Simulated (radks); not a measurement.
All-electron atom: the dysprosium ion Dy3+ in [Kr] 4d10 4f9 5s1 5p6 5f1 (not the ground configuration).

Method: scalar-relativistic Kohn-Sham, BLYP, spin-unpolarised, spherical densities, finite nucleus; Fermi nuclear charge, rms radius 5.2218 fm; computed with a radial shooting solver on a logarithmic mesh with Libxc functionals.

Energy parts (eV):
total: -330694.21
kinetic: 356724.02
electron-nucleus: -806624.34
Hartree: 126344.28
exchange-correlation: -7138.17

Orbitals (lengths in bohr, moments of r in powers of bohr; r(max) is where P^2 peaks):
| orbital | occ. | eigenvalue (eV) | <r^4> | r(max) |
|---|---|---|---|---|
| 1s | 2 | -53699.44 | 9.915e-07 | 0.01338 |
| 2s | 2 | -8978.088 | 0.0001559 | 0.07604 |
| 2p | 6 | -7972.215 | 0.0001174 | 0.06168 |
| 3s | 2 | -2031.409 | 0.005959 | 0.2154 |
| 3p | 6 | -1722.556 | 0.006266 | 0.2117 |
| 3d | 10 | -1325.044 | 0.004955 | 0.1729 |
| 4s | 2 | -435.5647 | 0.1456 | 0.4938 |
| 4p | 6 | -333.7754 | 0.1915 | 0.5157 |
| 4d | 10 | -195.0501 | 0.2982 | 0.5339 |
| 4f | 9 | -43.8286 | 1.544 | 0.5336 |
| 5s | 1 | -86.5427 | 4.568 | 1.139 |
| 5p | 6 | -61.1268 | 8.267 | 1.282 |
| 5d | 0 | -30.5351 | 32.49 | 1.672 |
| 5f | 1 | -11.7434 | 582.8 | 3.648 |
| 6s | 0 | -26.9118 | 123.1 | 2.689 |
| 6p | 0 | -20.7408 | 238.2 | 3.169 |
| 6f | 0 | -6.7905 | 6628 | 7.934 |

The highest occupied level is 5f at -11.743 eV. The configuration is held as typed, so some empty levels lie below it. The electron density at the nucleus is 7.776e+05 e/bohr^3 (large components only). Summed over all electrons, <r^2> = 50.64 bohr^2, which gives a Langevin (diamagnetic) susceptibility term of -40.1 x 10^-6 cm^3/mol. The density falls to 0.001 e/bohr^3 at r = 4.44 bohr.
